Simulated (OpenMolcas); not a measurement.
Mo3+ (d3) in a complex was computed by SS-CASPT2, IPEA 0.25 Eh, real shift 0.3 Eh with the d shell active (OpenMolcas, ANO-RCC-VDZP on the metal). Its lowest spin-free states, and all those of the highest spin:

```json
{"2S+1": "4", "Degeneracy": "1", "E (cm-1)": "0"}
{"2S+1": "2", "Degeneracy": "2", "E (cm-1)": "11860"}
{"2S+1": "2", "Degeneracy": "3", "E (cm-1)": "11890"}
{"2S+1": "2", "Degeneracy": "3", "E (cm-1)": "18930"}
{"2S+1": "4", "Degeneracy": "3", "E (cm-1)": "33440"}
{"2S+1": "4", "Degeneracy": "3", "E (cm-1)": "39450"}
{"2S+1": "2", "Degeneracy": "1", "E (cm-1)": "41840"}
{"2S+1": "2", "Degeneracy": "3", "E (cm-1)": "44210"}
{"2S+1": "2", "Degeneracy": "3", "E (cm-1)": "44570"}
{"2S+1": "2", "Degeneracy": "2", "E (cm-1)": "45340"}
{"2S+1": "2", "Degeneracy": "3", "E (cm-1)": "48270"}
{"2S+1": "2", "Degeneracy": "3", "E (cm-1)": "51640"}
{"2S+1": "4", "Degeneracy": "3", "E (cm-1)": "68990"}
```

**Question.** Is the site octahedral, tetrahedral or cube-like, axial, or of lower symmetry?

**Answer.** The states with 2S+1 = 4 have orbital degeneracies 1, 3, 3, 3. Threefold states need a cubic site. For d3 at this spin an octahedron puts the single A2 below the threefold T2 and a tetrahedron or cube puts the threefold T1 below the threefold T2, so the site is octahedral. The first gap at this spin, 33400 cm-1, is |10Dq| in ligand-field theory. The run had Mo3+ with 6 ligands (fluoride) in octahedral coordination (Oh) at 1.89 Å. A charge of +0.5 e stands 2.4 Å behind each ligand. Ligand basis ANO-RCC-VDZP.

Roots that are degenerate in the reference are averaged as groups; the widest CASPT2 spread within a group is 920 cm-1 (the 3-fold group of multiplicity 2 near 77800 cm-1 above the lowest state of its run). Shifts and gaps below about the spread of the groups concerned are not significant. Over all roots computed the reference weight is 0.74 to 0.75; a low but even weight reflects the number of correlated electrons. The least metal-like active orbital is 79 % on the metal (Löwdin) and no ligand orbital is active, so the numbers are rough. Ligand-to-metal charge-transfer states are missing. With no ligand orbital active B as a rule stays too high, so bands that hang on it stand too high and its fall with covalency is understated. With one d shell and no ligand orbital active, 10Dq can be off by a tenth or more. The distance lies 6 % under the 2 Å that this model takes as the normal distance (a Shannon-type radius plus a fixed donor radius); by an R⁻⁵ law this alone changes a d-shell field by about +33 %. No measured value stands beside these numbers; the geometry was imposed, not optimised, and the real ion may take another.
